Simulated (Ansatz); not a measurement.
`C[O][SnH]([Cl])[Cl]` + H₂ → `[Cl][SnH2][Cl]` + CH₃OH at 298.15 K and 1 bar (hydrogenolysis of the Sn–O bond).

Gas-phase electronic energies from Ansatz, PBE0-D4/def2-TZVP geometries. CCSD(T)/CBS is the MP2 limit (def2-TZVPP, def2-QZVPP) plus CCSD(T) − MP2 in def2-TZVPP, frozen cores. This one scheme is used for every species. def2 core potentials past Kr. For Sn outer-core shells are correlated without core-valence functions, which leaves a few kJ/mol of doubt a bond. One conformer a species, not always the lowest.

| species | CCSD(T)/CBS energy (Eh) | H − E (kJ/mol) | S (J/(mol·K)) |
| --- | --- | --- | --- |
| `C[O][SnH]([Cl])[Cl]` | -1249.30688 | 158.0 | 392.6 |
| H₂ | -1.17544 | 35.1 | 130.4 |
| `[Cl][SnH2][Cl]` | -1134.85982 | 58.0 | 314.6 |
| CH₃OH | -115.61712 | 146.3 | 238.2 |

H − E and S are ideal-gas, rigid-rotor, harmonic terms from PBE0-D4/def2-TZVP, for one conformer and one mirror image of each species. The MP2-based limit puts H₂ 0.8 mEh under its directly extrapolated value; such offsets cancel only in part. 1 Eh = 2625.50 kJ/mol, R = 8.31446 J/(mol·K).

Task: By hand: ΔE, ΔH, ΔS and ΔG.

Result: ΔE = (-1134.85982) + (-115.61712) − (-1249.30688) − (-1.17544) = 0.00538 Eh = 14.1 kJ/mol. Δ(H − E) = 58.0 + 146.3 − 158.0 − 35.1 = 11.2, so ΔH = 25.3 kJ/mol. ΔS = 314.6 + 238.2 − 392.6 − 130.4 = 29.8 J/(mol·K). ΔG = 25.3 − 298.15 × (29.8)/1000 = 16.4 kJ/mol.

Task: By hand: the equilibrium constant, and the temperature at which ΔG would vanish if ΔH and ΔS stayed fixed.

Result: log₁₀ K = −ΔG/(RT ln 10) = -2.9. ΔG = 0 at ΔH/ΔS = 849 K.

TΔS isn't small against ΔH here. A doubt of 5 kJ/mol in ΔE shifts log₁₀ K by 0.9 here. Other conformers and mirror images would add mixing entropy, several J/(mol·K) or more a flexible species. Modes under 60 cm⁻¹, often nearly free rotors, make the harmonic entropy too high. These are equilibria of isolated gas molecules and say nothing of rates. Largest T1 diagnostic: 0.013 (customary marks: 0.02 for closed shells, 0.045 for open ones).
